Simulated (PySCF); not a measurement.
**Orbital energies and ionisation energy**

Compound: C2H11Ge2NOSi.
Z-matrix (Å and degrees, PBE0-D3(BJ)/def2-SVP geometry), rows numbered from 1:
```
C 
C   1  1.5058
O   2  1.2227  1  122.79
N   2  1.3628  1  117.53  3  -178.92
Si  4  1.7829  2  117.29  1   178.01
Ge  5  2.3788  4  109.79  2   -47.32
Ge  6  2.4250  5  108.71  4   -20.33
H   1  1.1011  2  110.02  3   114.74
H   1  1.0956  2  109.02  3    -4.98
H   1  1.1004  2  111.01  3  -125.88
H   4  1.0131  2  118.86  1     0.54
H   5  1.4936  4  110.01  2    76.17
H   5  1.4954  4  103.41  2  -168.02
H   6  1.5473  5  109.69  4  -139.95
H   6  1.5365  5  110.50  4   101.27
H   7  1.5431  6  109.70  5    -6.73
H   7  1.5426  6  111.09  5  -125.25
H   7  1.5371  6  111.43  5   113.33
```

Level: CAM-B3LYP/def2-SVPD (PySCF). Frontier orbitals with their largest atomic shares (Löwdin; up to four atoms above 4 %):

```
orbital  ε (eV)                             main atoms
 HOMO−3  -10.04   Ge6 17 %, O3 14 %, Si5 14 %, N4 12 %
 HOMO−2   -9.61    N4 26 %, O3 25 %, Ge6 12 %, Ge7 9 %
 HOMO−1   -9.17   O3 44 %, Ge6 14 %, Ge7 10 %, H14 7 %
   HOMO   -8.68                                      ?
   LUMO    0.41  Ge7 20 %, Si5 16 %, Ge6 13 %, H11 6 %
 LUMO+1    0.86  Ge6 20 %, Si5 13 %, C2 12 %, Ge7 10 %
 LUMO+2    1.05  Ge7 22 %, Ge6 22 %, Si5 17 %, H16 7 %
```

What vertical ionisation energy does ΔSCF give, and how far is −ε(HOMO) from it?

ΔSCF: 9.28 eV (896 kJ/mol; threshold wavelength 134 nm); ⟨S²⟩ of the doublet left behind is 0.760, against 0.75 for a pure doublet. −ε(HOMO) is 8.68 eV, 0.60 eV below it. In exact Kohn–Sham theory the two would be equal; CAM-B3LYP (range-separated hybrid) falls short of its own ΔSCF value by 6 %.

On which atoms does the HOMO lie?

Ge6 (germanium bonded to Ge, Si and 2 H) 26 %, Si5 (SiH2 silicon) 19 %, Ge7 (germanium bonded to Ge and 3 H) 16 %, N4 (amide nitrogen) 10 %, so no atom holds as much as 40 %. The HOMO−1 lies 0.49 eV lower.

What kinetic energy would electrons from this vertical process carry with Lyman-α light (10.199 eV)?

10.20 − 9.28 = 0.92 eV.

With α = 129.4 au, estimate the like-pair dispersion coefficient by London's formula C6 = (3/4)α²I.

I = 0.3412 Eh, so C6 ≈ 4280 au, a rough estimate.

Shift the occupied levels rigidly so that −ε(HOMO) equals the ΔSCF value. What binding energies result?

The shift is +0.60 eV: HOMO 9.28, HOMO−1 9.77, HOMO−2 10.21, HOMO−3 10.64 eV. A rigid shift is only a rough guide to the deeper ionisations.

How many of the 10 lowest singlet excitations (vertical TDDFT, same level) lie below the ionisation energy?

All 10; they run from 5.65 to 7.43 eV.

Geometry: PBE0-D3(BJ)/def2-SVP, one conformer, isolated molecule. The calculation is non-relativistic, for germanium too.
